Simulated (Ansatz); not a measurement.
Job for Ansatz (an electronic-structure program): R-B3LYP-D3(BJ)/def2-SVP on CH9FO2Si3 (SMILES C[Si](F)(O[SiH3])O[SiH3]).

Ansatz 0.2 input:
```yaml
crystal:
  periodic: [false, false, false]
  atoms:
    - {symbol: Si, position_ang: [-0.00552084, -0.74498706, 0.59978350]}
    - {symbol: O, position_ang: [-1.22420941, 0.29286408, 0.45081262]}
    - {symbol: Si, position_ang: [-1.74036581, 1.80643962, 0.15556167]}
    - {symbol: O, position_ang: [1.21844972, -0.35234115, -0.36706842]}
    - {symbol: Si, position_ang: [2.19128908, 0.82139677, -0.93503379]}
    - {symbol: F, position_ang: [0.53894938, -0.55185944, 2.10449835]}
    - {symbol: C, position_ang: [-0.57132876, -2.50941873, 0.30209943]}
    - {symbol: H, position_ang: [-3.11757289, 1.76442327, 0.63819590]}
    - {symbol: H, position_ang: [-1.65177182, 2.02242438, -1.28958917]}
    - {symbol: H, position_ang: [-0.90625260, 2.76292321, 0.88216549]}
    - {symbol: H, position_ang: [2.87891746, 0.13983817, -2.02846436]}
    - {symbol: H, position_ang: [3.08959117, 1.23551078, 0.14060315]}
    - {symbol: H, position_ang: [1.36445002, 1.94025033, -1.39092894]}
    - {symbol: H, position_ang: [-1.35152191, -2.78140163, 1.00534744]}
    - {symbol: H, position_ang: [-0.96507440, -2.64236234, -0.69987623]}
    - {symbol: H, position_ang: [0.25197161, -3.20380025, 0.43199335]}
basis:
  gaussian:
    orbitals: def2-SVP
hamiltonian:
  xc: b3lyp
  dispersion: d3bj
relax: {f_tol: 0.004, max_steps: 120}
scf: {lower_state_search: off}
```

Output:

```
WARN ansatz: RAYON_NUM_THREADS=4 ignored (pool sized by the plan → 4); use --threads N
Functional definition: B3LYP
these checks for a lower state are left out or cut short: stability, starts, cluster_reference, orbital_swaps, neighbouring_geometries, increment
integrals: 0.15 GiB planned
1572 factors; integrals over basis functions are off by at most 6.4e-4 eV
mean field: 1.12 GiB planned
mean field evaluation 1: about -31609.1592 eV, gradient 8.4e1 eV
mean field evaluation 2: about -31594.4835 eV, gradient 1.2e2 eV
mean field evaluation 4: about -31621.9100 eV, gradient 4.8e0 eV
mean field evaluation 8: about -31621.9602 eV, gradient 7.9e-2 eV
mean field evaluation 16: about -31621.9602 eV, gradient 3.3e-6 eV
mean field -31621.96022190 eV, -1162.0856040205 hartree, gradient 6.2e-7 eV, S^2 0.000000; 0 other end points of the search recorded, 0 dependent functions left out
the calculation of the forces begins
reference -31621.96056588 eV, -1162.0856166614 hartree; 41, 41 occupied and 114, 114 virtual orbitals, 1572 factors
relax step   1: F+E_penalty+E_count = -31622.67437158 eV  Δ(F+E_penalty+E_count) = +0.000e0 eV  max|allowed force component| = 1.536e0 eV/Å  Δτ_max = 0.0000 Å  (16 SCF iters, accepted)
these checks for a lower state are left out or cut short: stability, starts, cluster_reference, orbital_swaps, neighbouring_geometries, increment
integrals: 0.15 GiB planned
1572 factors; integrals over basis functions are off by at most 6.9e-4 eV
mean field: 1.13 GiB planned
mean field -31622.22052100 eV, -1162.0951698357 hartree, gradient 1.2e-6 eV, S^2 0.000000; 0 other end points of the search recorded, 0 dependent functions left out
the calculation of the forces begins
reference -31622.22086869 eV, -1162.0951826132 hartree; 41, 41 occupied and 114, 114 virtual orbitals, 1572 factors
relax step   2: F+E_penalty+E_count = -31622.91952160 eV  Δ(F+E_penalty+E_count) = -2.452e-1 eV  max|allowed force component| = 8.841e-1 eV/Å  Δτ_max = 0.1299 Å  (19 SCF iters, accepted)
these checks for a lower state are left out or cut short: stability, starts, cluster_reference, orbital_swaps, neighbouring_geometries, increment
integrals: 0.15 GiB planned
1572 factors; integrals over basis functions are off by at most 7.1e-4 eV
mean field: 1.13 GiB planned
mean field evaluation 32: about -31622.2557 eV, gradient 1.3e-6 eV
mean field -31622.25573426 eV, -1162.0964638991 hartree, gradient 1.3e-6 eV, S^2 0.000000; 0 other end points of the search recorded, 0 dependent functions left out
the calculation of the forces begins
reference -31622.25608323 eV, -1162.0964767235 hartree; 41, 41 occupied and 114, 114 virtual orbitals, 1572 factors
relax step   3: F+E_penalty+E_count = -31622.94884823 eV  Δ(F+E_penalty+E_count) = -2.933e-2 eV  max|allowed force component| = 1.774e-1 eV/Å  Δτ_max = 0.0354 Å  (20 SCF iters, accepted)
these checks for a lower state are left out or cut short: stability, starts, cluster_reference, orbital_swaps, neighbouring_geometries, increment
integrals: 0.15 GiB planned
1572 factors; integrals over basis functions are off by at most 7.1e-4 eV
mean field: 1.13 GiB planned
mean field -31622.25770924 eV, -1162.0965364785 hartree, gradient 1.2e-6 eV, S^2 0.000000; 0 other end points of the search recorded, 0 dependent functions left out
the calculation of the forces begins
reference -31622.25805805 eV, -1162.0965492969 hartree; 41, 41 occupied and 114, 114 virtual orbitals, 1572 factors
relax step   4: F+E_penalty+E_count = -31622.95071972 eV  Δ(F+E_penalty+E_count) = -1.871e-3 eV  max|allowed force component| = 3.791e-2 eV/Å  Δτ_max = 0.0134 Å  (20 SCF iters, accepted)
these checks for a lower state are left out or cut short: stability, starts, cluster_reference, orbital_swaps, neighbouring_geometries, increment
integrals: 0.15 GiB planned
1572 factors; integrals over basis functions are off by at most 7.1e-4 eV
mean field: 1.13 GiB planned
mean field -31622.25749619 eV, -1162.0965286491 hartree, gradient 1.1e-6 eV, S^2 0.000000; 0 other end points of the search recorded, 0 dependent functions left out
the calculation of the forces begins
reference -31622.25784508 eV, -1162.0965414706 hartree; 41, 41 occupied and 114, 114 virtual orbitals, 1572 factors
relax step   5: F+E_penalty+E_count = -31622.95125795 eV  Δ(F+E_penalty+E_count) = -5.382e-4 eV  max|allowed force component| = 3.469e-2 eV/Å  Δτ_max = 0.0176 Å  (14 SCF iters, accepted)
these checks for a lower state are left out or cut s
[...]
r basis functions are off by at most 6.7e-4 eV
mean field: 1.13 GiB planned
mean field -31622.25672242 eV, -1162.0965002134 hartree, gradient 1.8e-6 eV, S^2 0.000000; 0 other end points of the search recorded, 0 dependent functions left out
the calculation of the forces begins
reference -31622.25707246 eV, -1162.0965130770 hartree; 41, 41 occupied and 114, 114 virtual orbitals, 1572 factors
relax step  25: F+E_penalty+E_count = -31622.95622078 eV  Δ(F+E_penalty+E_count) = -2.943e-5 eV  max|allowed force component| = 7.541e-3 eV/Å  Δτ_max = 0.0211 Å  (19 SCF iters, accepted)
these checks for a lower state are left out or cut short: stability, starts, cluster_reference, orbital_swaps, neighbouring_geometries, increment
integrals: 0.15 GiB planned
1572 factors; integrals over basis functions are off by at most 6.7e-4 eV
mean field: 1.13 GiB planned
mean field -31622.25664815 eV, -1162.0964974839 hartree, gradient 2.5e-6 eV, S^2 0.000000; 0 other end points of the search recorded, 0 dependent functions left out
the calculation of the forces begins
reference -31622.25699803 eV, -1162.0965103419 hartree; 41, 41 occupied and 114, 114 virtual orbitals, 1572 factors
relax step  26: F+E_penalty+E_count = -31622.95623251 eV  Δ(F+E_penalty+E_count) = -1.173e-5 eV  max|allowed force component| = 7.570e-3 eV/Å  Δτ_max = 0.0175 Å  (13 SCF iters, accepted)
these checks for a lower state are left out or cut short: stability, starts, cluster_reference, orbital_swaps, neighbouring_geometries, increment
integrals: 0.15 GiB planned
1572 factors; integrals over basis functions are off by at most 6.7e-4 eV
mean field: 1.13 GiB planned
mean field -31622.25660895 eV, -1162.0964960434 hartree, gradient 1.1e-6 eV, S^2 0.000000; 0 other end points of the search recorded, 0 dependent functions left out
the calculation of the forces begins
reference -31622.25695879 eV, -1162.0965089000 hartree; 41, 41 occupied and 114, 114 virtual orbitals, 1572 factors
relax step  27: F+E_penalty+E_count = -31622.95624695 eV  Δ(F+E_penalty+E_count) = -1.443e-5 eV  max|allowed force component| = 3.277e-3 eV/Å  Δτ_max = 0.0025 Å  (13 SCF iters, accepted)
these checks for a lower state are left out or cut short: stability, starts, cluster_reference, orbital_swaps, neighbouring_geometries, increment
integrals: 0.15 GiB planned
1572 factors; integrals over basis functions are off by at most 6.7e-4 eV
mean field: 1.13 GiB planned
mean field evaluation 192: about -31622.2564 eV, gradient 2.1e-1 eV
mean field -31622.25657905 eV, -1162.0964949446 hartree, gradient 2.4e-6 eV, S^2 0.000000; 0 other end points of the search recorded, 0 dependent functions left out
the calculation of the forces begins
reference -31622.25692882 eV, -1162.0965077985 hartree; 41, 41 occupied and 114, 114 virtual orbitals, 1572 factors
relax step  28: F+E_penalty+E_count = -31622.95625529 eV  Δ(F+E_penalty+E_count) = -8.348e-6 eV  max|allowed force component| = 3.058e-3 eV/Å  Δτ_max = 0.0075 Å  (12 SCF iters, accepted)
these checks for a lower state are left out or cut short: stability, starts, cluster_reference, orbital_swaps, neighbouring_geometries, increment
integrals: 0.15 GiB planned
1572 factors; integrals over basis functions are off by at most 6.6e-4 eV
mean field: 1.13 GiB planned
mean field -31622.25652341 eV, -1162.0964929001 hartree, gradient 9.1e-7 eV, S^2 0.000000; 0 other end points of the search recorded, 0 dependent functions left out
the calculation of the forces begins
reference -31622.25687309 eV, -1162.0965057506 hartree; 41, 41 occupied and 114, 114 virtual orbitals, 1572 factors
relax step  29: F+E_penalty+E_count = -31622.95626127 eV  Δ(F+E_penalty+E_count) = -5.972e-6 eV  max|allowed force component| = 4.845e-3 eV/Å  Δτ_max = 0.0113 Å  (13 SCF iters, accepted)
these checks for a lower state are left out or cut short: stability, starts, cluster_reference, orbital_swaps, neighbouring_geometries, increment
integrals: 0.15 GiB planned
1572 factors; integrals over basis functions are off by at most 6.6e-4 eV
mean field: 1.13 GiB planned
mean field -31622.25645223 eV, -1162.0964902843 hartree, gradient 3.0e-6 eV, S^2 0.000000; 0 other end points of the search recorded, 0 dependent functions left out
the calculation of the forces begins
reference -31622.25680180 eV, -1162.0965031307 hartree; 41, 41 occupied and 114, 114 virtual orbitals, 1572 factors
relax step  30: F+E_penalty+E_count = -31622.95626551 eV  Δ(F+E_penalty+E_count) = -4.241e-6 eV  max|allowed force component| = 6.966e-3 eV/Å  Δτ_max = 0.0160 Å  (12 SCF iters, accepted)
these checks for a lower state are left out or cut short: stability, starts, cluster_reference, orbital_swaps, neighbouring_geometries, increment
integrals: 0.15 GiB planned
1572 factors; integrals over basis functions are off by at most 6.6e-4 eV
mean field: 1.13 GiB planned
mean field -31622.25646834 eV, -1162.0964908761 hartree, gradient 2.7e-6 eV, S^2 0.000000; 0 other end points of the search recorded, 0 dependent functions left out
the calculation of the forces begins
reference -31622.25681789 eV, -1162.0965037220 hartree; 41, 41 occupied and 114, 114 virtual orbitals, 1572 factors
relax step  31: F+E_penalty+E_count = -31622.95626747 eV  Δ(F+E_penalty+E_count) = -1.960e-6 eV  max|allowed force component| = 5.178e-3 eV/Å  Δτ_max = 0.0026 Å  (11 SCF iters, accepted)
these checks for a lower state are left out or cut short: stability, starts, cluster_reference, orbital_swaps, neighbouring_geometries, increment
integrals: 0.15 GiB planned
1572 factors; integrals over basis functions are off by at most 6.6e-4 eV
mean field: 1.13 GiB planned
mean field -31622.25649209 eV, -1162.0964917492 hartree, gradient 1.0e-6 eV, S^2 0.000000; 0 other end points of the search recorded, 0 dependent functions left out
the calculation of the forces begins
reference -31622.25684164 eV, -1162.0965045949 hartree; 41, 41 occupied and 114, 114 virtual orbitals, 1572 factors
relax step  32: F+E_penalty+E_count = -31622.95626896 eV  Δ(F+E_penalty+E_count) = -1.490e-6 eV  max|allowed force component| = 2.239e-3 eV/Å  Δτ_max = 0.0013 Å  (12 SCF iters, accepted)
Total energy: -31622.95661851 eV, -1162.1222209202 hartree
Atom 0 at    -0.040103    -0.790770     0.590399 Å, force    -0.000683    -0.000584    -0.002239 eV/Å
Atom 1 at    -1.301050     0.215147     0.278450 Å, force     0.000689    -0.001195     0.001581 eV/Å
Atom 2 at    -1.795407     1.794194     0.095559 Å, force    -0.000414     0.001647    -0.000269 eV/Å
Atom 3 at     1.233619    -0.425176    -0.383348 Å, force     0.000071     0.000722     0.000055 eV/Å
Atom 4 at     2.224066     0.792598    -0.935825 Å, force     0.000699     0.000083    -0.000961 eV/Å
Atom 5 at     0.431178    -0.506715     2.119516 Å, force     0.000033     0.000544     0.001551 eV/Å
Atom 6 at    -0.535277    -2.556198     0.393969 Å, force    -0.000376    -0.000034    -0.000082 eV/Å
Atom 7 at    -3.223839     1.889378     0.499092 Å, force     0.000082    -0.000166    -0.000265 eV/Å
Atom 8 at    -1.654551     2.199306    -1.331178 Å, force     0.000019    -0.000140    -0.000031 eV/Å
Atom 9 at    -0.970934     2.699367     0.945674 Å, force    -0.000025    -0.000162    -0.000042 eV/Å
Atom 10 at     2.674390     0.445697    -2.310174 Å, force    -0.000209    -0.000218     0.000169 eV/Å
Atom 11 at     3.406277     0.939333    -0.043031 Å, force    -0.000298    -0.000104     0.000200 eV/Å
Atom 12 at     1.469997     2.080347    -0.971162 Å, force    -0.000108    -0.000198     0.000351 eV/Å
Atom 13 at    -1.373000    -2.801091     1.064734 Å, force     0.000098     0.000028    -0.000022 eV/Å
Atom 14 at    -0.852855    -2.751478    -0.641870 Å, force     0.000084     0.000155    -0.000051 eV/Å
Atom 15 at     0.307488    -3.224038     0.629297 Å, force     0.000337    -0.000379     0.000055 eV/Å
Dipole moment:    -0.062607    -0.041177    -0.233718 e Å
Checks for a lower state left out: stability, starts, cluster_reference, orbital_swaps, neighbouring_geometries, increment
```

Self-consistency was reached.

Cost: very roughly 5 core-minutes.
